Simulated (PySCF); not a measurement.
## Vibration and rotation of CeP

ROHF-CCSD(T) constants of CeP, doublet, about 1.2 electrons in the 4f shell (Mulliken), real f orbitals that mix terms (Ce x2c-SVPall, P x2c-SVPall; spin-free X2C with a Gaussian nucleus (PySCF 2.14); masses 139.9054 and 30.9738 u):

```
ωe                         : 413.6 cm⁻¹
ωexe                       : 0.759 cm⁻¹
Be                         : 0.11763 cm⁻¹
αe                         : 0.000374 cm⁻¹
D (centrifugal)            : 3.81e-08 cm⁻¹
De to Ce (4f1 5d1 6s2) + P : 3.18 eV
```

Problem. Give the vibrational terms G(v) and spacings up to v = 6.

Solution. G(v) = ωe(v+½) − ωexe(v+½)².

```json
{"v": "0", "G(v) (cm⁻¹)": "206.6", "G(v) − G(v−1)": "", "Bv (cm⁻¹)": "0.1174"}
{"v": "1", "G(v) (cm⁻¹)": "618.7", "G(v) − G(v−1)": "412.1", "Bv (cm⁻¹)": "0.1171"}
{"v": "2", "G(v) (cm⁻¹)": "1029.3", "G(v) − G(v−1)": "410.6", "Bv (cm⁻¹)": "0.1167"}
{"v": "3", "G(v) (cm⁻¹)": "1438.3", "G(v) − G(v−1)": "409.0", "Bv (cm⁻¹)": "0.1163"}
{"v": "4", "G(v) (cm⁻¹)": "1845.8", "G(v) − G(v−1)": "407.5", "Bv (cm⁻¹)": "0.1159"}
{"v": "5", "G(v) (cm⁻¹)": "2251.8", "G(v) − G(v−1)": "406.0", "Bv (cm⁻¹)": "0.1156"}
{"v": "6", "G(v) (cm⁻¹)": "2656.3", "G(v) − G(v−1)": "404.5", "Bv (cm⁻¹)": "0.1152"}
```

Correlated steps freeze 23 core orbitals. Correlated levels converge slowly with the basis: in double zeta they bind strong bonds too weakly, by up to about 1 eV, and carry superposition errors of some tenths. Spin–orbit coupling is left out, which matters for elements this heavy, above all for dissociation energies. With d or f electrons several states lie close, and the lowest PBE0 determinant need not be the measured ground state.
